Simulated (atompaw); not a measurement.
# Which change was made? (Nd, PAW (atompaw))

- Element: neodymium
- Generator: atompaw 4.2.0.5
- Type: PAW
- Functional: PBE
- Relativity: scalar-relativistic
- Frozen core: [Xe]
- Valence charge: 6
- Reference configuration: 4f4 5d0 6s0 6p0 (charge +2)
- Partial waves: 6s (bound, empty): rc 3.00 bohr; 6s channel at 1.7 Ry: rc 3.00 bohr; 6p (bound, empty): rc 3.00 bohr; 6p channel at 0.05 Ry: rc 3.00 bohr; 5d (bound, empty): rc 3.00 bohr; 5d channel at -0.6 Ry: rc 3.00 bohr; 4f (bound): rc 1.95 bohr; 4f channel at -0.2 Ry: rc 1.95 bohr
- Local potential: bessel scheme, radius 2.80 bohr
- Core correction: smooth core density matched at 1.95 bohr
- Augmentation charge: sinc compensation charge, radius 2.35 bohr; PAW radius 3.00 bohr; waves and projectors: custom polynom2 7 10 vanderbiltortho

Cutoffs, loose and tight: the cutoffs (Ry, on a coarse ladder) from which the occupation-weighted sum of valence levels, in a spherical-Bessel basis at the reference potential, stays within 10 and 1 mRy of its value at 400 Ry. They see the waves, projectors and local potential, not the compensation charge or the core.

The base gives: outcome: generated; cutoff, loose: 25 Ry; cutoff, tight: 120 Ry; bound ghosts: p.

Problem. After one change the result is: outcome: generated; cutoff, loose: 35 Ry; cutoff, tight: 55 Ry; bound ghosts: s, p. Which change was it?
A. waves 6s (bound); 6s channel at 1.7 Ry; 6p (bound); 6p channel at 0.05 Ry; 5d (bound); 5d channel at -0.6 Ry; 4f (bound); 4f channel at -0.2 Ry; augmentation sinc compensation charge, radius 2.35 bohr; PAW radius 3.00 bohr; waves and projectors: bloechl
B. all radii scaled by about 1.19 (s 3.58, p 3.58, d 3.58, f 2.32 bohr); local potential bessel scheme, radius 3.34 bohr; augmentation sinc compensation charge, radius 2.80 bohr; PAW radius 3.58 bohr; waves and projectors: custom polynom2 7 10 vanderbiltortho; core correction smooth core density matched at 2.32 bohr
C. augmentation sinc compensation charge, radius 2.35 bohr; PAW radius 3.00 bohr; waves and projectors: custom polynom gramschmidtortho
D. local potential bessel scheme, radius 1.40 bohr

Solution. C. The others give: all radii scaled by about 1.19 (s 3.58, p 3.58, d 3.58, f 2.32 bohr); local potential bessel scheme, radius 3.34 bohr; augmentation sinc compensation charge, radius 2.80 bohr; PAW radius 3.58 bohr; waves and projectors: custom polynom2 7 10 vanderbiltortho; core correction smooth core density matched at 2.32 bohr → outcome: generated; cutoff, loose: 18 Ry; cutoff, tight: 55 Ry; bound ghosts: none | waves 6s (bound); 6s channel at 1.7 Ry; 6p (bound); 6p channel at 0.05 Ry; 5d (bound); 5d channel at -0.6 Ry; 4f (bound); 4f channel at -0.2 Ry; augmentation sinc compensation charge, radius 2.35 bohr; PAW radius 3.00 bohr; waves and projectors: bloechl → outcome: failed: atompaw: terminating projector 1000 | local potential bessel scheme, radius 1.40 bohr → outcome: generated; cutoff, loose: 25 Ry; cutoff, tight: 120 Ry; bound ghosts: s, p.
